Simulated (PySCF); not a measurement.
SiCl2, SMILES Cl[Si]Cl (connectivity only; charge and spin as stated), neutral, multiplicity 1.

The structure is a stationary point at PBE0-D3(BJ)/def2-TZVP. The isomer is the one that the SMILES or the coordinates give; other isomers of the formula were not compared.

Calculation: TDDFT-PBE/def2-SVPD (PySCF).

Vertical excitations. The molecule is in vacuum. State labels are in the subgroup C2v.

Computed lowest excited states:
```tsv
state	symmetry	energy (eV)	λ (nm)	f	main pairs
S1	B1	3.71	334	0.022	HOMO→LUMO 98 %
S2	A2	4.28	290	0.000	HOMO−1→LUMO 100 %
S3	B2	5.22	238	0.027	HOMO−2→LUMO 91 %
S4	B1	5.68	218	0.009	HOMO−4→LUMO 98 %
S5	A1	6.03	206	0.000	HOMO−3→LUMO 79 %, HOMO→LUMO+2 18 %
S6	A1	6.49	191	0.184	HOMO→LUMO+2 74 %, HOMO−3→LUMO 13 %
S7	B2	6.65	186	0.237	HOMO→LUMO+1 80 %
S8	A2	6.77	183	0.000	HOMO−5→LUMO 100 %
S9	A1	7.15	173	0.004	HOMO→LUMO+3 98 %
S10	A1	7.20	172	0.086	HOMO−1→LUMO+1 89 %
T1	B1	2.32	534	0	HOMO→LUMO 99 %
T2	A2	4.13	300	0	HOMO−1→LUMO 100 %
T3	B2	4.49	276	0	HOMO−2→LUMO 100 %
T4	A1	5.04	246	0	HOMO−3→LUMO 94 %
```
Triplets are in the Tamm–Dancoff approximation, which puts them higher than full response would, so one can lie above its singlet here.
